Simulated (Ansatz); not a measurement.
Question: Name a neutral molecule of C, F, Ge, In and H with HOMO–LUMO gap (PBE/def2-TZVPP) between 4.05 and 4.35 eV and LUMO energy (PBE0/def2-TZVPP) between -1.80 and -1.50 eV (Ansatz, PBE0-D4/def2-TZVP geometry).

Answer: `[CH3][In]([F])[GeH3]` (4.08 eV, -1.62 eV). Other molecules can fit too; these were computed, each in one conformer that needn't be the lowest.
